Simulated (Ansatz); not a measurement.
The same bond dissociation along the group O, S, Se.

Program: Ansatz. Geometries: PBE0-D4/def2-TZVP. ΔE: electronic, gas phase. CBS: MP2 limit from def2 TZ/QZ plus the TZ coupled-cluster correction, frozen cores. Small cases extrapolate CCSD(T) itself. DFT in def2-TZVPP. No spin–orbit coupling; open shells (•) take unrestricted orbitals. For Se outer-core shells are correlated without core-valence functions, which leaves a few kJ/mol of doubt a bond. Scalar relativity is left out up to krypton.

| reaction | RPA@PBE/def2-TZVPP (kcal/mol) | CCSD(T)/CBS(def2) (kcal/mol) |
| --- | --- | --- |
| CH₃OH → `[CH3]`• + `[OH]`• | 90.7 | 98.3 |
| CH₃SH → `[CH3]`• + `[SH]`• | 72.7 | 79.7 |
| `C[SeH]` → `[CH3]`• + `[SeH]`• | 66.3 | 72.1 |

Largest T1 diagnostic: 0.011, for `[SH]`•.

Extrapolated directly: CH₃OH → `[CH3]`• + `[OH]`•; CH₃SH → `[CH3]`• + `[SH]`•.
